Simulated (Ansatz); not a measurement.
Consider the hydrogenolysis of a Ge–N bond: `[NH2][Ge][NH2]` + H₂ → `[NH2][GeH]` + NH₃.

Calculated with Ansatz (gas phase, PBE0-D4/def2-TZVP geometries, no zero-point term in ΔE). CBS: MP2 limit from def2 TZ/QZ plus the TZ coupled-cluster correction, frozen cores. This one scheme is used for every species. DFT in def2-TZVPP. HSE06 is defined as in plane-wave codes. For Ge outer-core shells are correlated without core-valence functions, which leaves a few kJ/mol of doubt a bond. Scalar relativity is left out up to krypton. Each species was taken in one conformer, which may not be the lowest.

```
             level  ΔE (kJ/mol)  difference from CCSD(T)/CBS
           PBE0-D4         36.1                         -5.3
           r2SCANh         41.6                          0.2
             HSE06         32.7                         -8.7
             BHLYP         31.2                        -10.2
           LC-ωPBE         36.6                         -4.8
      MP2/def2-SVP         37.8                         -3.6
     HF/def2-TZVPP         23.8                        -17.6
CCSD(T)/def2-TZVPP         37.8                         -3.6
    MP2/def2-QZVPP         50.8                          9.4
SCS-MP2/def2-QZVPP         44.8                          3.4
       CCSD(T)/CBS         41.4                            0
```

(1) What do rigid-rotor, harmonic-oscillator terms from PBE0-D4/def2-TZVP frequencies (298.15 K, 1 bar) make of the CCSD(T)/CBS value? (Estimate.)

Largest T1 diagnostic among the species: 0.015.

## Answers

(1) The calculation gave: ΔZPE = +16.0 kJ/mol, ΔH = +54.1 kJ/mol, ΔS = 27 J/(mol·K), ΔG = +46.0 kJ/mol.

In def2-TZVPP, CCSD(T) changes the Hartree–Fock value by +14.0 kJ/mol (the triples alone add +3.7 kJ/mol) and MP2 by +24.9 kJ/mol. At CCSD(T), def2-SVP lies −14.9 kJ/mol from the extrapolated value and def2-TZVPP −3.6 kJ/mol. The D4 term adds +6.8 kJ/mol with B3LYP and +3.6 kJ/mol with PBE0; it sums over pairs of atoms, weighted by their polarisabilities, and B3LYP, whose exchange is more repulsive, gets the larger term.

B3LYP here is the variant with VWN-RPA as its local correlation; programs differ in this.
